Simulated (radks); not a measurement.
Results of a calculation; reference values are marked as such.
Task: All-electron atom: Au+ in [Xe] 4f14 5d10 (the NIST ground configuration). Code: a radial shooting solver on a logarithmic mesh with Libxc functionals. Model: Dirac Kohn-Sham, BLYP, spin-unpolarised, spherical densities, point nucleus. Some entries of the table are withheld. Estimate them.

orbital  occ.  eigenvalue (hartree)  r(max) (bohr)  <r> (bohr)
1s1/2       2             -2964.669        0.01041     0.01686
2s1/2       2             -522.9110        0.06037     0.07044
2p1/2       2                   (1)        0.04445         (2)
2p3/2       4                   (3)        0.05183         (4)
3s1/2       2             -123.6349         0.1699      0.1833
3p1/2       2                   (5)         0.1586      0.1736
3p3/2       4                   (6)         0.1736      0.1893
3d3/2       4                   (7)         0.1352      0.1648
3d5/2       6                   (8)         0.1393      0.1696
4s1/2       2             -27.06687         0.3831      0.4069
4p1/2       2             -22.95075         0.3813      0.4094
4p3/2       4             -19.37805         0.4122      0.4435
4d3/2       4             -12.65110         0.4051      0.4520
4d5/2       6             -11.98602         0.4146      0.4632
5s1/2       2              -4.28610         0.8486      0.9277
4f5/2       6              -3.35941         0.3732         (9)
4f7/2       8              -3.21935         0.3777        (10)
5p1/2       2                  (11)         0.8970       1.004
5p3/2       4                  (12)         0.9775       1.104
5d3/2       4              -0.59592          1.193       1.541
5d5/2       6              -0.53840          1.234       1.613

Result: 
(1) 2p1/2 eigenvalue (hartree): -501.3975
(2) 2p1/2 <r> (bohr): 0.05798
(3) 2p3/2 eigenvalue (hartree): -433.9092
(4) 2p3/2 <r> (bohr): 0.06653
(5) 3p1/2 eigenvalue (hartree): -113.9768
(6) 3p3/2 eigenvalue (hartree): -99.08467
(7) 3d3/2 eigenvalue (hartree): -83.07471
(8) 3d5/2 eigenvalue (hartree): -79.87455
(9) 4f5/2 <r> (bohr): 0.4954
(10) 4f7/2 <r> (bohr): 0.5024
(11) 5p1/2 eigenvalue (hartree): -2.95246
(12) 5p3/2 eigenvalue (hartree): -2.34549
